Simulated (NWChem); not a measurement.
System: C4H3F; SMILES C(C(=C)F)#C

Input file for NWChem:

```
start job
memory heap 200 mb stack 900 mb global 1100 mb
geometry units angstroms noautoz
  C      0.055319     2.194659     0.000000
  C     -0.002349     0.971175     0.000000
  C     -0.056632    -0.455627     0.000000
  C     -1.179230    -1.202767     0.000000
  F      1.158001    -1.050972     0.000000
  H      0.102714     3.275041     0.000000
  H     -2.162790    -0.716849     0.000000
  H     -1.111424    -2.299685     0.000000
end
basis spherical
  * library 6-31g*
end
dft
  xc xcamb88 1.00 lyp 0.81 vwn_5 0.19 hfexch 1.00
  cam 0.33 cam_alpha 0.19 cam_beta 0.46
  iterations 150
  mulliken
end
task dft energy
```

Output (shortened):

```
             Northwest Computational Chemistry Package (NWChem) 7.3.0
             --------------------------------------------------------

 CS  symmetry detected

                             Geometry "geometry" -> ""
                             -------------------------

 Output coordinates in angstroms (scale by  1.889725989 to convert to a.u.)

  No.       Tag          Charge          X              Y              Z
 ---- ---------------- ---------- -------------- -------------- --------------
    1 C                    6.0000     0.04487132     2.19911635     0.00000000
    2 C                    6.0000    -0.00935068     0.97547478     0.00000000
    3 C                    6.0000    -0.05961508    -0.45147444     0.00000000
    4 C                    6.0000    -1.18010442    -1.20177311     0.00000000
    5 F                    9.0000     1.15668980    -1.04339624     0.00000000
    6 H                    1.0000     0.08922339     3.27962754     0.00000000
    7 H                    1.0000    -2.16502904    -0.71862710     0.00000000
    8 H                    1.0000    -1.10920937    -2.29849580     0.00000000

 Effective nuclear repulsion energy (a.u.)     140.1681557158

      Symmetry information
      --------------------

 Group name             Cs
 Group number              2
 Group order               2
 No. of unique centers     8

                                 NWChem DFT Module
                                 -----------------

 Summary of "ao basis" -> "ao basis" (spherical)
 ------------------------------------------------------------------------------
       Tag                 Description            Shells   Functions and Types
 ---------------- ------------------------------  ------  ---------------------
 C                           6-31g*                  6       14   3s2p1d
 F                           6-31g*                  6       14   3s2p1d
 H                           6-31g*                  2        2   2s

      Symmetry analysis of basis
      --------------------------

        a'         56
        a"         20

            General Information
            -------------------
          SCF calculation type: DFT
          Wavefunction type:  closed shell.
          No. of atoms     :     8
          No. of electrons :    36
           Alpha electrons :    18
            Beta electrons :    18
          Charge           :     0
          Spin multiplicity:     1
          Use of symmetry is: on ; symmetry adaption is: on
          Maximum number of iterations: 150
          AO basis - number of functions:    76
                     number of shells:    36
          Convergence on energy requested:  1.00D-06
          Convergence on density requested:  1.00D-05
          Convergence on gradient requested:  5.00D-04

              XC Information
              --------------
                     Hartree-Fock (Exact) Exchange  1.000
                   CAM-Becke88 Exchange Functional  1.000
                      VWN V Correlation Functional  0.190 local
              Lee-Yang-Parr Correlation Functional  0.810

           Range-Separation Parameters
           ---------------------------
           Alpha           :  0.19
           Beta            :  0.46
           Gamma           :  0.33
           Short-Range HF  :     F

             Grid Information
             ----------------
          Grid used for XC integration:  medium
          Radial quadrature: Mura-Knowles
          Angular quadrature: Lebedev.
          Tag              B.-S. Rad. Rad. Pts. Rad. Cut. Ang. Pts.
          ---              ---------- --------- --------- ---------
          C                   0.70       49          11.0       434
          F                   0.50       49          11.0       434
          H                   0.35       45          13.0       434
          Grid pruning is: on
          Number of quadrature shells:   380
          Spatial weights used:  Erf1

      Superposition of Atomic Density Guess
      -------------------------------------

 Sum of atomic energies:        -251.50804623

      Non-variational initial energy
      ------------------------------

 Total energy =    -253.771668
 1-e energy   =    -620.612541
 2-e energy   =     226.672717
 HOMO         =      -0.254640
 LUMO         =      -0.003127

      Symmetry analysis of molecular orbitals - initial
      -------------------------------------------------

  Numbering of irreducible representations:

     1 a'          2 a"

  Orbital symmetries:

     1 a'          2 a'          3 a'          4 a'          5 a'
     6 a'          7 a'          8 a'          9 a'         10 a'
    11 a'         12 a"         13 a'         14 a'         15 a'
    16 a"         17 a'         18 a"         19 a"         20 a'
    21 a'         22 a'         23 a"         24 a'         25 a'
    26 a'         27 a'         28 a'

     ---------------------------------------------
      Total Density - Mulliken Population Analysis
     ---------------------------------------------

    Atom       Charge   Shell Charges
 -----------   ------   -------------------------------------------------------
    1 C    6     6.43   2.00  0.75  1.85  0.70  1.11  0.03
    2 C    6     5.95   2.00  0.74  1.88  0.52  0.78  0.03
    3 C    6     5.27   2.00  0.67  1.55  0.41  0.57  0.07
    4 C    6     6.65   2.00  0.74  2.01  0.63  1.25  0.02
    5 F    9     9.47   2.00  0.94  3.39  1.02  2.11  0.01
    6 H    1     0.71   0.42  0.29
    7 H    1     0.75   0.45  0.30
    8 H    1     0.77   0.45  0.32

   convergence    iter        energy       DeltaE   RMS-Dens  Diis-err
 ---------------- ----- ----------------- --------- --------- ---------
 d= 0,ls=0.0,diis     1   -253.7539015706 -3.94D+02  1.72D-02  7.08D-01
 d= 0,ls=0.0,diis     2   -253.7855894182 -3.17D-02  5.93D-03  5.51D-01
 d= 0,ls=0.0,diis     3   -253.8339869849 -4.84D-02  2.21D-03  4.63D-02
 d= 0,ls=0.0,diis     4   -253.8376610728 -3.67D-03  8.24D-04  1.13D-02
 d= 0,ls=0.0,diis     5   -253.8389813906 -1.32D-03  1.90D-04  4.58D-04
  Resetting Diis
 d= 0,ls=0.0,diis     6   -253.8390293575 -4.80D-05  5.78D-05  2.76D-05
 d= 0,ls=0.0,diis     7   -253.8390331137 -3.76D-06  1.92D-05  1.07D-06
 d= 0,ls=0.0,diis     8   -253.8390331791 -6.55D-08  8.94D-06  9.56D-07

         Total DFT energy =     -253.839033179144
      One electron energy =     -623.504349936880
           Coulomb energy =      262.549354192953
    Exchange-Corr. energy =      -33.052193151031
 Nuclear repulsion energy =      140.168155715814

 Numeric. integr. density =       36.000000122023

                  Occupations of the irreducible representations
                  ----------------------------------------------

                     irrep           alpha         beta
                     --------     --------     --------
                     a'               15.0         15.0
                     a"                3.0          3.0

                       DFT Final Molecular Orbital Analysis
                       ------------------------------------

 Vector   16  Occ=2.000000D+00  E=-3.874738D-01  Symmetry=a"
              MO Center=  6.1D-02,  5.4D-01, -7.4D-16, r^2= 2.7D+00
   Bfn.  Coefficient  Atom+Function         Bfn.  Coefficient  Atom+Function
  ----- ------------  ---------------      ----- ------------  ---------------
    19      0.356116  2 C  pz                61     -0.291807  5 F  pz
     5      0.287539  1 C  pz                33      0.232440  3 C  pz
    65     -0.218028  5 F  pz                23      0.206895  2 C  pz
    47      0.172798  4 C  pz                 9      0.161234  1 C  pz
    51      0.125060  4 C  pz                37      0.100047  3 C  pz

 Vector   17  Occ=2.000000D+00  E=-3.532493D-01  Symmetry=a'
              MO Center=  2.0D-02,  1.5D+00, -1.3D-16, r^2= 1.6D+00
   Bfn.  Coefficient  Atom+Function         Bfn.  Coefficient  Atom+Function
  ----- ------------  ---------------      ----- ------------  ---------------
    17      0.419239  2 C  px                 3      0.410441  1 C  px
     7      0.260891  1 C  px                21      0.228490  2 C  px
    60     -0.114069  5 F  py                64     -0.081848  5 F  py
    46      0.076288  4 C  py                76     -0.054872  8 H  s
    48      0.052547  4 C  s                 75     -0.045114  8 H  s

 Vector   18  Occ=2.000000D+00  E=-3.013512D-01  Symmetry=a"
              MO Center= -4.2D-01,  6.6D-02,  2.9D-15, r^2= 3.4D+00
   Bfn.  Coefficient  Atom+Function         Bfn.  Coefficient  Atom+Function
  ----- ------------  ---------------      ----- ------------  ---------------
    47      0.365863  4 C  pz                 5     -0.305185  1 C  pz
    51      0.295181  4 C  pz                33      0.279184  3 C  pz
     9     -0.219072  1 C  pz                19     -0.210886  2 C  pz
    61     -0.179178  5 F  pz                37      0.150669  3 C  pz
    65     -0.142526  5 F  pz                23     -0.117237  2 C  pz

 Vector   19  Occ=0.000000D+00  E= 1.654042D-02  Symmetry=a"
              MO Center= -4.2D-01,  1.3D-01,  9.5D-15, r^2= 3.7D+00
   Bfn.  Coefficient  Atom+Function         Bfn.  Coefficient  Atom+Function
  ----- ------------  ---------------      ----- ------------  ---------------
    51      0.477798  4 C  pz                 9      0.404754  1 C  pz
    47      0.359787  4 C  pz                37     -0.332106  3 C  pz
    33     -0.330147  3 C  pz                 5      0.306294  1 C  pz
    23     -0.267197  2 C  pz                19     -0.203207  2 C  pz
    61      0.130207  5 F  pz                65      0.123810  5 F  pz

 Vector   20  Occ=0.000000D+00  E= 7.054712D-02  Symmetry=a'
              MO Center=  2.7D-03,  1.1D+00,  2.9D-16, r^2= 3.1D+00
   Bfn.  Coefficient  Atom+Function         Bfn.  Coefficient  Atom+Function
  ----- ------------  ---------------      ----- ------------  ---------------
     7      0.592515  1 C  px                21     -0.504309  2 C  px
     3      0.391342  1 C  px                76      0.370727  8 H  s
    17     -0.366347  2 C  px                34     -0.230070  3 C  s
    62      0.230299  5 F  s                 48     -0.228412  4 C  s
    35     -0.178253  3 C  px                50      0.157014  4 C  py

 Vector   21  Occ=0.000000D+00  E= 1.582063D-01  Symmetry=a'
              MO Center=  5.5D-02,  3.3D+00,  3.6D-16, r^2= 2.5D+00
   Bfn.  Coefficient  Atom+Function         Bfn.  Coefficient  Atom+Function
  ----- ------------  ---------------      ----- ------------  ---------------
    72      2.398869  6 H  s                  8     -2.073613  1 C  py
    22     -1.627624  2 C  py                34     -1.079306  3 C  s
    20     -1.034099  2 C  s                 36     -0.506485  3 C  py
     2     -0.229995  1 C  s                  4     -0.219551  1 C  py
    74      0.193443  7 H  s                 16      0.159440  2 C  s

     ---------------------------------------------
      Total Density - Mulliken Population Analysis
     ---------------------------------------------

    Atom       Charge   Shell Charges
 -----------   ------   -------------------------------------------------------
    1 C    6     6.47   2.00  0.68  1.98  0.69  1.10  0.02
    2 C    6     5.73   2.00  0.68  2.03  0.48  0.52  0.03
    3 C    6     5.68   2.00  0.67  1.97  0.41  0.55  0.08
    4 C    6     6.40   2.00  0.68  2.07  0.59  1.04  0.03
    5 F    9     9.29   2.00  0.93  3.31  1.03  2.01  0.02
    6 H    1     0.78   0.49  0.28
    7 H    1     0.82   0.51  0.31
    8 H    1     0.83   0.51  0.32

     -------------------------------------------
      Total Density - Lowdin Population Analysis
     -------------------------------------------

    Atom       Charge   Shell Charges
 -----------   ------   -------------------------------------------------------
    1 C    6     6.16   1.99  0.56  1.79  0.46  1.32  0.05
    2 C    6     6.04   1.99  0.54  1.81  0.40  1.24  0.07
    3 C    6     5.90   1.99  0.51  1.75  0.37  1.10  0.19
    4 C    6     6.29   1.99  0.55  1.88  0.45  1.37  0.06
    5 F    9     9.10   1.99  0.92  3.18  0.82  2.15  0.03
    6 H    1     0.82   0.46  0.37
    7 H    1     0.85   0.48  0.37
    8 H    1     0.85   0.48  0.37

     Multipole analysis of the density
     ---------------------------------

     L   x y z        total         alpha         beta         nuclear
     -   - - -        -----         -----         ----         -------
     0   0 0 0     -0.000000    -18.000000    -18.000000     36.000000

     1   1 0 0     -0.480980     -0.240490     -0.240490     -0.000000
     1   0 1 0      0.331938      0.165969      0.165969     -0.000000
     1   0 0 1      0.000000      0.000000      0.000000      0.000000

     2   2 0 0    -20.665608    -57.393801    -57.393801     94.121993
     2   1 1 0      1.316958     -4.241270     -4.241270      9.799497
     2   1 0 1      0.000000      0.000000      0.000000      0.000000
     2   0 2 0    -15.408986   -134.420238   -134.420238    253.431489
     2   0 1 1      0.000000      0.000000      0.000000      0.000000
     2   0 0 2    -21.902944    -10.951472    -10.951472      0.000000
```

Level: CAM-B3LYP/6-31G* (spherical d). Coordinates come from a PBE-D3(BJ)/def2-SVP optimisation.
